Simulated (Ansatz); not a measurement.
One change: `CC(C)(C)[O][Cu]` becomes `CC(C)(C)[O][Ga]([Cl])[Cl]`.

Ansatz, PBE0-D4/def2-TZVP geometries, multiplicity 1. Each molecule was computed in one conformer, which needn't be the lowest.

Scalar relativity is left out up to krypton.

```tsv
property	`CC(C)(C)[O][Cu]`
LUMO energy (PBE0/def2-TZVPP) / eV	-2.50
size of the dipole moment (ωB97M-V/def2-TZVPP) / D	3.94
LUMO energy (ωB97M-V/def2-TZVPP) / eV	-0.94
HOMO energy (PBE0/def2-TZVPP) / eV	-6.26
HOMO–LUMO gap (PBE/def2-TZVPP) / eV	1.45
LUMO energy (B3LYP/def2-TZVPP) / eV	-2.89
```

Q: Give the same properties after the change, and the shifts. (Best estimate.)

A: The calculation gave: 
| property | `CC(C)(C)[O][Ga]([Cl])[Cl]` | shift |
| --- | --- | --- |
| LUMO energy (PBE0/def2-TZVPP) / eV | -1.34 | 1.16 |
| size of the dipole moment (ωB97M-V/def2-TZVPP) / D | 2.27 | -1.67 |
| LUMO energy (ωB97M-V/def2-TZVPP) / eV | 0.58 | 1.52 |
| HOMO energy (PBE0/def2-TZVPP) / eV | -8.38 | -2.12 |
| HOMO–LUMO gap (PBE/def2-TZVPP) / eV | 4.61 | 3.16 |
| LUMO energy (B3LYP/def2-TZVPP) / eV | -1.66 | 1.23 |

With PBE0 the HOMO falls by 2.12 eV and the LUMO rises by 1.16 eV, so the gap widens by about 3.28 eV. PBE moves the HOMO by -2.01 eV and ωB97M-V by -2.13 eV. Dipoles are sizes alone; their direction can turn.

B3LYP here is the variant with VWN-RPA as its local correlation; programs differ in this.
